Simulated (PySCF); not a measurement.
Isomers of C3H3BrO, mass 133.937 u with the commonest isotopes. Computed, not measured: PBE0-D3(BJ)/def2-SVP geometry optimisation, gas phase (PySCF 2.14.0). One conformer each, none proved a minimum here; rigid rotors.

**Question.** Order these by dipole moment, smallest first.
A. `[O:1]=[CH:2]/[CH:3]=[CH:4]\[Br:5]` with O1–C2–C3–C4 180°
B. `[OH:1][C@H:2]1[CH:3]=[C:4]1[Br:5]` with H–O1–C2–C3 -172°
C. `[CH2:1]=[C:2]([Br:3])[CH:4]=[O:5]` with C1–C2–C4–O5 -1°

**Answer.** B (1.27 D), C (1.48 D), A (2.69 D).

**Question.** Order these by rotational constant B, largest first.
A. `[OH:1][C@H:2]1[CH:3]=[C:4]1[Br:5]` with H–O1–C2–C3 -172°
B. `[O:1]=[CH:2]/[CH:3]=[CH:4]\[Br:5]` with O1–C2–C3–C4 180°
C. `[CH2:1]=[C:2]([Br:3])[CH:4]=[O:5]` with C1–C2–C4–O5 -1°

**Answer.** C (1744 MHz), A (1540 MHz), B (1352 MHz).

**Question.** Order these by rotational constant C, largest first.
A. `[OH:1][C@H:2]1[CH:3]=[C:4]1[Br:5]` with H–O1–C2–C3 -172°
B. `[O:1]=[CH:2]/[CH:3]=[CH:4]\[Br:5]` with O1–C2–C3–C4 180°
C. `[CH2:1]=[C:2]([Br:3])[CH:4]=[O:5]` with C1–C2–C4–O5 -1° (2-bromoacrolein)

**Answer.** C (1441 MHz), A (1392 MHz), B (1209 MHz).

```json
{"SMILES": "O=C/C=C\\Br", "point group": "Cs", "Ia (u·Å²)": "44.14", "Ib (u·Å²)": "373.84", "Ic (u·Å²)": "417.97", "κ": "-0.97", "μa (D)": "2.23", "μb (D)": "1.51", "μc (D)": "0.01"}
{"SMILES": "O[C@H]1C=C1Br", "point group": "C1", "Ia (u·Å²)": "49.71", "Ib (u·Å²)": "328.24", "Ic (u·Å²)": "363.11", "κ": "-0.97", "μa (D)": "0.43", "μb (D)": "0.09", "μc (D)": "1.19"}
{"SMILES": "C=C(Br)C=O", "point group": "Cs", "Ia (u·Å²)": "60.97", "Ib (u·Å²)": "289.75", "Ic (u·Å²)": "350.72", "κ": "-0.91", "μa (D)": "1.14", "μb (D)": "0.95", "μc (D)": "0.02"}
```
